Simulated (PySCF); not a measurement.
A geometry optimisation on `[F][In]([F])([F])<-[SH2]` (In(H2S)F3).

Method: PBE0-D3(BJ)/def2-SVP geometry optimisation, gas phase, def2 core potentials past Kr (PySCF 2.14.0). Start geometry: GFN2-xTB. The input is one job of a driver script: a line of settings, then coordinates in Å.

Input:
```
{"job": {"xc": "PBE0", "basis": "def2-SVP", "d3": "d3bj", "grid": 1, "maxiter": 30, "shake": 0.03, "kind": "geom"}, "charge": 0, "multiplicity": 1}
In     0.247390    -0.367640    -0.980990
S      0.113720    -0.234120     1.635400
H      0.415490     1.061500     1.518920
H     -1.070870     0.069930     1.509670
F      2.078840    -0.177420    -1.506510
F     -0.834830     1.441300    -0.849830
F     -0.857890    -1.895550    -1.395210
```

Output:
```
step   0  E = -888.33201917  max force = 0.087591
step   1  E = -888.34875426  max force = 0.020160
step   2  E = -888.34993209  max force = 0.009845
step   3  E = -888.35041593  max force = 0.003771
step   4  E = -888.35056925  max force = 0.001457
step   5  E = -888.35066845  max force = 0.001566
step   6  E = -888.35076848  max force = 0.001092
step   7  E = -888.35084882  max force = 0.000977
step   8  E = -888.35090797  max force = 0.000878
step   9  E = -888.35095310  max force = 0.000740
... (7 lines left out)
step  17  E = -888.35244706  max force = 0.001405
step  18  E = -888.35249950  max force = 0.001312
step  19  E = -888.35258085  max force = 0.000873
step  20  E = -888.35263331  max force = 0.000399
step  21  E = -888.35264666  max force = 0.000476
step  22  E = -888.35275736  max force = 0.001014
step  23  E = -888.35280930  max force = 0.000669
step  24  E = -888.35287992  max force = 0.000420
step  25  E = -888.35290224  max force = 0.000451
step  26  E = -888.35291254  max force = 0.000322
optimisation converged
```

Energies in Eh; «max force» is the largest Cartesian gradient component in Eh/bohr.

**Question.** How much energy does the optimisation release, in kJ/mol?

**Answer.** E(step 0) − E(last step) = 0.020893 Eh, which is 54.9 kJ/mol.

Main results: final energy -888.35291 Eh after 26 steps; dipole 3.96 D.

**Question.** Where do the atoms end?

**Answer.** 0.581 Å rms from the input after alignment:
```
atom  x, y, z in Å
In1    0.4113   -0.1657   -1.0003
S2     0.1568    0.0775    1.6839
H3    -0.5305    1.1977    1.3448
H4    -0.9214   -0.7284    1.5216
F5     2.2601   -0.5288   -1.4791
F6    -0.3524    1.6361   -1.1419
F7    -0.9319   -1.5903   -0.9977
```

**Question.** Estimate the wall time. Hardware: Arm Neoverse V1, one thread, shared host with 32 logical CPUs at a one-minute load of 20. And the peak memory of the process?

**Answer.** About 2.0 min, with 0.38 GiB resident at the peak, the Python interpreter and its libraries included.
Labels such as C1 count atoms from 1, the log's own numbers from 0.
